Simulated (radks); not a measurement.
Values are calculated unless marked as measured or tabulated.
Charge is removed step by step from the 3s down level of the technetium ion Tc15+, starting from [Ne] 3s(up 1, down 1) 3p6 3d10. Level of theory: scalar-relativistic Kohn-Sham, SCAN, spin-polarised, spherical densities, finite nucleus; meta-GGA in the generalised Kohn-Sham scheme; Fermi nuclear charge, rms radius 4.4112 fm (a radial shooting solver on a logarithmic mesh with Libxc functionals).

removed (e)	E - E(0) (eV)	eigenvalue (eV)
0	0.000	-857.00
0.25	215.75	-869.44
0.5	434.59	-881.84
0.75	656.55	-894.15

The mean slope of the eigenvalue, de/dn, is 49.5 eV per electron.
